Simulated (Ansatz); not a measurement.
One change: `C=NC(=N)O` becomes `BBC(=N)O`.

Ansatz, PBE0-D4/def2-TZVP geometries, multiplicity 1. Each molecule was computed in one conformer, which needn't be the lowest.

| property | `C=NC(=N)O` |
| --- | --- |
| HOMO energy (PBE0/def2-TZVPP) / eV | -8.07 |
| HOMO energy (PBE/def2-TZVPP) / eV | -6.63 |
| ideal-gas entropy at 298 K and 1 bar (rigid rotor, harmonic PBE0-D4/def2-TZVP) / J/(mol·K) | 301 |
| size of the dipole moment (ωB97M-V/def2-TZVPP) / D | 2.16 |
| HOMO–LUMO gap (ωB97M-V/def2-TZVPP) / eV | 10.83 |
| size of the dipole moment (PBE/def2-TZVPP) / D | 1.88 |

Problem. Give the same properties after the change, and the shifts. (Estimate.)

Solution. Computed: 
```csv
property,`BBC(=N)O`,shift
HOMO energy (PBE0/def2-TZVPP) / eV,-7.98,0.09
HOMO energy (PBE/def2-TZVPP) / eV,-6.53,0.10
"ideal-gas entropy at 298 K and 1 bar (rigid rotor, harmonic PBE0-D4/def2-TZVP) / J/(mol·K)",334,33
size of the dipole moment (ωB97M-V/def2-TZVPP) / D,1.98,-0.18
HOMO–LUMO gap (ωB97M-V/def2-TZVPP) / eV,10.43,-0.40
size of the dipole moment (PBE/def2-TZVPP) / D,2.00,0.12
```

With PBE0 the HOMO rises by 0.09 eV and the LUMO falls by 0.12 eV, so the gap narrows by about 0.21 eV. PBE moves the HOMO by 0.10 eV and ωB97M-V by 0.01 eV. The zero-point energy changes by -2.0 kJ/mol with +3 modes. Dipoles are sizes alone; their direction can turn. Modes under 60 cm⁻¹, often nearly free rotors, make the harmonic entropy too high.
